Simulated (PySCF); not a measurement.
**Ionisation energy along the 4-electron series**

Calculated with PySCF 2.14 and a two-component X2C-1e Hamiltonian (Gaussian nucleus, no Breit or QED terms), each ion in its own even-tempered basis scaled to its charge; GMP2 freezes nothing and drops the highest virtual spinors. Values in eV. NIST values: (m) measured, (s) semi-empirical, (t) theoretical.

```csv
ion,configuration,GMP2 (spin-free),GHF (screened spin-orbit),GMP2 (screened spin-orbit),NIST
Lu⁶⁷⁺,[He] 2s2,17636.1,17631.3,17637.8,17610 ± 40 (t)
Ta⁶⁹⁺,[He] 2s2,18787.1,18782.4,18789.0,18760 ± 50 (t)
```

Q: Fill in the row of Hf⁶⁸⁺.

A: configuration: [He] 2s2; GMP2 (spin-free): 18205.7; GHF (screened spin-orbit): 18200.9; GMP2 (screened spin-orbit): 18207.4; NIST: 18180 ± 50 (t).
